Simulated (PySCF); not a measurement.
**Dipole response of Ru⁺ (ruthenium, charge +1)**

[Kr] 4d7, high-spin 4F determinant. Computed with PySCF 2.14 in aug-cc-pwCVTZ-PP with ECP28MDF, with a scalar-relativistic core potential. Coupled (time-dependent) response in atomic units; α is the mean over directions.

```tsv
method	mean α (bohr³)	α xx, yy, zz	C₆ (like pair)	S(−4)
PBE0	15.23	15.23, 15.23, 15.23	96.96	107.6
BP86	16.59	16.60, 16.60, 16.57	106.8	135.4
```

S(−4) is the Cauchy moment in α(ω) = α(0) + S(−4) ω² + …

Spin-orbit coupling is absent.

α(iu) at BP86:

```csv
u (hartree),α(iu) (bohr³)
0,16.59
0.0500,16.26
0.100,15.40
0.200,13.11
0.300,11.03
0.500,8.162
0.750,5.966
1.00,4.556
1.50,2.906
2.00,2.008
3.00,1.109
5.00,0.4720
```

For an ion, C₆ is the dispersion term alone; charge-induced terms of lower order in 1/R come first.

The components differ because the open shell of this determinant is not spherical; for a pure term their mean is the scalar polarisability.

Energies and moments cover only the electrons outside the core potential.
